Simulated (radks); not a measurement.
Values are calculated unless marked as measured or tabulated.
Problem. Species: Rb5+. Configuration: [Ar] 3d10 4s2 4p2 (the NIST ground configuration). Level of theory: non-relativistic Kohn-Sham, PBE, spin-polarised, spherical densities, point nucleus; open shells are filled with parallel spins first (spin-orbit coupling, left out, can overturn this in heavy ions); relativity is left out, which matters for an element this heavy (a radial shooting solver on a logarithmic mesh with Libxc functionals). Some entries of the table are withheld. Estimate them.

orbital  occ.  eigenvalue (eV)  <r> (bohr)  r(max) (bohr)
1s up       1        -14815.51     0.04129        0.02728
1s down     1        -14815.27     0.04129        0.02728
2s up       1        -2013.632      0.1822         0.1536
2s down     1        -2013.498      0.1822         0.1536
2p up       3        -1835.065      0.1569         0.1213
2p down     3        -1834.832      0.1569         0.1213
3s up       1        -357.0671      0.5210         0.4607
3s down     1        -356.7398      0.5208         0.4608
3p up       3        -292.5589      0.5224         0.4504
3p down     3        -292.1863      0.5219         0.4505
3d up       5        -176.2523      0.5202         0.3920
3d down     5        -175.8201      0.5187         0.3920
4s up       1              (1)       1.353          1.233
4s down     1              (2)       1.353          1.225
4p up       2         -76.0305       1.472          1.327
4p down     0         -72.9836       1.478          1.322
4d up       0         -49.3939         (3)          1.601
4d down     0         -46.7138         (4)          1.623
5s up       0         -39.5795       2.782          2.707
5s down     0         -38.2167       2.812          2.721

Solution. 
(1) 4s up eigenvalue (eV): -93.2413
(2) 4s down eigenvalue (eV): -90.1960
(3) 4d up <r> (bohr): 1.814
(4) 4d down <r> (bohr): 1.851
